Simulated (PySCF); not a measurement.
Radial density of Sc³⁺ (scandium, charge +3)

UHF, [Ar], closed-shell 1S. Calculation: PySCF 2.14, in aug-cc-pVDZ-DK; the spin-free X2C one-electron Hamiltonian (Gaussian nucleus).

| r (bohr) | 4πr²ρ (e/bohr) |
| --- | --- |
| 0.00131 | 0.1678 |
| 0.00220 | 0.4305 |
| 0.00370 | 1.081 |
| 0.00622 | 2.618 |
| 0.0105 | 5.953 |
| 0.0176 | 12.10 |
| 0.0296 | 20.30 |
| 0.0498 | 24.88 |
| 0.0838 | 20.58 |
| 0.141 | 19.45 |
| 0.237 | 26.42 |
| 0.399 | 14.71 |
| 0.671 | 6.803 |
| 1.13 | 7.578 |
| 1.90 | 1.421 |
| 3.19 | 0.01876 |
| 5.37 | 0.0005975 |
| 9.03 | 0.0003272 |
| 15.2 | 8.150e-05 |

Densities and radii are taken from the X2C orbitals without a picture-change correction, which distorts them close to the nucleus.
